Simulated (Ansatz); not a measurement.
A run for Ansatz (an electronic-structure program): U-CCSD(T)/def2-TZVPP on SeCl, 2S+1 = 4, a spin state set in the input, which need not be the lowest, a point of a bond scan (R = 2.484 Å).

Ansatz 0.2 input:
```yaml
crystal:
  periodic: [false, false, false]
  atoms:
    - {symbol: Cl, position_ang: [0.00000000, 0.00000000, 0.00000000]}
    - {symbol: Se, position_ang: [0.00000000, 0.00000000, 2.48437600]}
basis:
  gaussian:
    orbitals: def2-TZVPP
    pivot_positions_ang: [[0.00000000, 0.00000000, 0.00000000], [0.00000000, 0.00000000, 2.48437600]]
magnetization: {spin_polarized: true, initial_magnetization: 3}
correlation: {method: ccsd_t, electrons: valence}
output: {orbitals: {seedname: ./end}}
```

The log:

```
WARN ansatz: RAYON_NUM_THREADS=1 ignored (pool sized by the plan → 1); use --threads N
Functional definition: HF
integrals: 0.13 GiB planned
626 factors; integrals over basis functions are off by at most 4.0e-4 eV
mean field: 0.28 GiB planned
mean field evaluation 1: about -77804.7669 eV, gradient 9.4e0 eV
mean field evaluation 2: about -77804.7690 eV, gradient 9.4e0 eV
mean field evaluation 4: about -77805.5361 eV, gradient 2.0e0 eV
mean field evaluation 8: about -77805.6767 eV, gradient 2.2e-1 eV
mean field evaluation 16: about -77805.5332 eV, gradient 2.0e0 eV
mean field evaluation 32: about -77805.3340 eV, gradient 2.5e0 eV
mean field evaluation 64: about -77804.2180 eV, gradient 9.7e-2 eV
mean field evaluation 96: about -77804.8005 eV, gradient 6.0e-1 eV
mean field evaluation 128: about -77805.0887 eV, gradient 2.0e0 eV
mean field evaluation 160: about -77804.6982 eV, gradient 1.1e0 eV
mean field evaluation 192: about -77802.7617 eV, gradient 6.6e-1 eV
mean field evaluation 224: about -77804.2181 eV, gradient 5.3e-4 eV
mean field -77805.67929600 eV, -2859.3059755444 hartree, gradient 9.7e-6 eV, S^2 3.767179; 6 other end points of the search recorded, 0 dependent functions left out
determinant -77805.67929600 eV, -2859.3059755444 hartree, with singles and doubles -77817.48243512 eV, -2859.7397329066 hartree
determinant -77804.21813739 eV, -2859.2522789560 hartree, with singles and doubles -77815.63555175 eV, -2859.6718611946 hartree
determinant -77803.78049269 eV, -2859.2361958099 hartree, with singles and doubles -77815.17529139 eV, -2859.6549469382 hartree
determinant -77802.76627245 eV, -2859.1989239035 hartree, with singles and doubles -77814.23813294 eV, -2859.6205070006 hartree
14 core orbitals not correlated
reference -77805.67929600 eV, -2859.3059755444 hartree; 13, 10 occupied and 63, 66 virtual orbitals, 626 factors
second order -11.08295666 eV of doubles, -0.00000000 eV of singles
coupled cluster: 0.38 GiB planned
cycle   1  -11.80334994 eV  change   -2.1e-4 eV  update   2.8e-3
cycle   2  -11.80600806 eV  change   -2.7e-3 eV  update   1.8e-3
cycle   3  -11.80539945 eV  change    6.1e-4 eV  update   1.3e-3
cycle   4  -11.80580693 eV  change   -4.1e-4 eV  update   8.1e-4
cycle   5  -11.80694875 eV  change   -1.1e-3 eV  update   4.1e-4
cycle   6  -11.80728752 eV  change   -3.4e-4 eV  update   7.4e-5
cycle   7  -11.80726703 eV  change    2.0e-5 eV  update   2.8e-5
cycle   8  -11.80724735 eV  change    2.0e-5 eV  update   7.9e-6
perturbative correction -0.49368436 eV, -0.0181425657 hartree
Total energy: -77817.98022772 eV, -2859.7580264471 hartree
```

Self-consistency was reached.

Cost: about 27 core-seconds (a rough figure).
